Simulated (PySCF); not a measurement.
C₆H₉BN₂.
Structure used (PBE0-D3(BJ)/def2-SVP), in Å, numbered top down from 1:
```
atom  x, y, z in Å
C1    -3.1929    0.5670   -1.3692
C2    -2.1862   -0.1962   -0.6667
N3    -1.3763   -0.7939   -0.1125
B4    -0.1840   -1.5454    0.6099
N5     1.0698   -0.7771    0.2645
C6     1.5453    0.3226    0.9299
C7     2.6137    0.8501    0.2347
C8     2.7978    0.0315   -0.9148
C9     1.8319   -0.9520   -0.8613
H10   -4.0036    0.8442   -0.6803
H11   -2.7369    1.4818   -1.7752
H12   -3.6064   -0.0268   -2.1971
H13   -0.2095   -2.6727    0.1433
H14   -0.4713   -1.5023    1.7949
H15    1.0882    0.6383    1.8662
H16    3.2095    1.7128    0.5291
H17    3.5640    0.1385   -1.6813
H18    1.6324   -1.7824   -1.5364
```

Computed at PBE0/pcSseg-1 (PySCF, non-relativistic), with Q(14N) = 0.02044 b, Q(11B) = 0.04059 b: N3, 14N (I = 1): χzz = -2.205 MHz, η = 0.098; B4, 11B (I = 3/2): χzz = 2.531 MHz, η = 0.488; N5, 14N (I = 1): χzz = -1.745 MHz, η = 0.940.

Where would the pure quadrupole (NQR) lines of 14N at N3 fall for the rigid, isolated species?

From ν± = (3/4)|χ|(1 ± η/3) and ν0 = |χ|η/2: ν+ 1.707 MHz, ν− 1.600 MHz, ν0 0.108 MHz (nitrogen bonded to B and C).

Where would the pure quadrupole (NQR) lines of 11B at B4 fall for the rigid, isolated species?

From ν = (|χ|/2)√(1 + η²/3): ν = 1.315 MHz (four-coordinate boron).

Where would the pure quadrupole (NQR) lines of 14N at N5 fall for the rigid, isolated species?

From ν± = (3/4)|χ|(1 ± η/3) and ν0 = |χ|η/2: ν+ 1.719 MHz, ν− 0.899 MHz, ν0 0.820 MHz (pyrrole-type nitrogen).

In a crystal, neighbours and librations shift these lines. With so small a basis the couplings can be 20 % off.

These values come from a run that also computed NMR shieldings. Hardware: an Intel Xeon at 2.50 GHz with one thread, on a shared host. Cost: 1.9 min of wall time (with the writing of density and orbital grids), 0.91 GiB resident at most.

One conformer stands for the species.
